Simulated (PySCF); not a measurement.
# Dipole moment and polarisability of `[H]\N=C/C=C\C=C(\C)C#C`

C₈H₉N.
SMILES with atom numbers: `[H]\[N:9]=[CH:8]/[CH:7]=[CH:6]\[CH:5]=[C:3](/[C:2]#[CH:1])[CH3:4]` (hydrogens: H10 on C1; H11, H12, H13 on C4; H14 on C5; H15 on C6; H16 on C7; H17 on C8; H18 on N9)

Structure used (GFN2-xTB), in Å, numbered top down from 1:
```
atom  x, y, z in Å
C1    -2.6020    2.0461   -0.9140
C2    -2.0641    1.0956   -0.4115
C3    -1.4930   -0.0405    0.2013
C4    -2.4611   -0.9340    0.9131
C5    -0.1677   -0.2968    0.1448
C6     0.7738    0.5422   -0.5297
C7     2.1049    0.3418   -0.6230
C8     2.8503   -0.7613   -0.0599
N9     4.0982   -0.9567   -0.1441
H10   -3.0523    2.8821   -1.3603
H11   -1.9504   -1.7857    1.3555
H12   -2.9754   -0.3790    1.6978
H13   -3.2194   -1.2946    0.2179
H14    0.1994   -1.1855    0.6368
H15    0.3512    1.4200   -1.0051
H16    2.6981    1.0665   -1.1705
H17    2.3022   -1.5138    0.4982
H18    4.5986   -0.2399   -0.6723
```

Level: PBE0/def2-SVPD (PySCF), static field, nuclei fixed, core orbitals frozen in the response. The polarisability tensor in these axes (au):

```
x   202.30 -29.06  -4.81
y   -29.06  97.33 -16.94
z    -4.81 -16.94  73.73
```

Q: What are the eigenvalues, a third of the trace, and Δα (Δα² = ½Σ(αi − αj)² over the three pairs)?

A: Principal values 62.42, 101.13 and 209.81 au; mean 124.45 au = 18.44 Å³ = 20.52 × 10⁻⁴⁰ C²·m²/J; Δα = 132.35 au (106 % of the mean).

Q: What is the dipole moment, and where does it point?

A: (-2.70, 1.38, -0.41) D, 3.06 D in size, pointing from the negative to the positive side. Measured along this direction, the outermost atoms are H18 and N9 at the negative end and H10 at the positive end.

Q: Directions of the eigenvectors, and the extent of the frame along each?

A: Largest value along (0.97, -0.25, 0.00), where the nuclei span 8.19 Å; middle along (0.21, 0.82, -0.54), 5.04 Å; least along (0.14, 0.52, 0.84), 1.76 Å. The response follows the extents in order.

Q: Sum over states: ᾱ = Σ f/ω², ω in Eh. What share falls to these 6 lowest TDDFT singlets (eV, f)? 4.00, 0.0017; 4.25, 0.8406; 4.87, 0.0000; 5.31, 0.0511; 5.86, 0.0837; 5.87, 0.0014.

A: They add up to 37.66 au, 30.3 % of the 124.45 au; the largest single term is 34.41 au, from the state at 4.25 eV. Terms in order: 0.08, 34.41, 0.00, 1.35, 1.80, 0.03 au. Higher excitations give the rest. The strengths listed sum to 0.978.

Q: Give the eigenvalues of the traceless quadrupole moment Θ = ½Σq(3rr − r²1), origin at the centre of nuclear charge.

A: -13.09, -2.52, 15.60 D·Å. The values depend on the origin, since the dipole doesn't vanish. The electronic extent ⟨r²⟩ about the same centre is 1811 bohr², a root-mean-square distance of 2.81 Å for the 64 electrons.

The structure is a single GFN2-xTB conformer in the gas phase; no vibrational or solvent corrections.
